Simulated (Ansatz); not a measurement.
Relaxation of C2H2BrFO (7 atoms, charge 0, multiplicity 1), to a largest force component of 0.02 eV/Å in at most 50 steps.

These are results of UHF/def2-SVP (Ansatz 0.2.0), not measurements.

```xyz
7
Properties=species:S:1:pos:R:3
O -0.711 -0.277 1.361
C 0.163 -0.543 0.382
F 0.912 -1.627 0.548
C 0.415 0.192 -0.733
Br -0.608 1.700 -1.198
H -1.222 0.588 1.054
H 1.112 -0.101 -1.460
```

**Question.** Where does it end, and by what steps?

**Answer.** The forces met the threshold. After 7 steps the energy has fallen by 0.451 eV; H6 moved furthest, 0.11 Å.

```
step  energy less start (eV)  largest force component (eV/Å)  accepted
   0                  0.0000                           3.469       yes
   1                 -0.3947                           1.045       yes
   2                 -0.4132                           0.882       yes
   3                 -0.4343                           0.806       yes
   4                 -0.4489                           0.147       yes
   5                 -0.4508                           0.022       yes
   6                 -0.4508                           0.030       yes
   7                 -0.4508                           0.004       yes
```

```xyz
7
Properties=species:S:1:pos:R:3
O -0.694 -0.272 1.303
C 0.168 -0.504 0.346
F 0.860 -1.569 0.611
C 0.390 0.176 -0.768
Br -0.595 1.728 -1.185
H -1.207 0.505 1.122
H 1.140 -0.132 -1.475
```

The run took 18 s on 2 threads of Arm Neoverse V2, with other jobs on the host, peak memory 0.29 GiB.
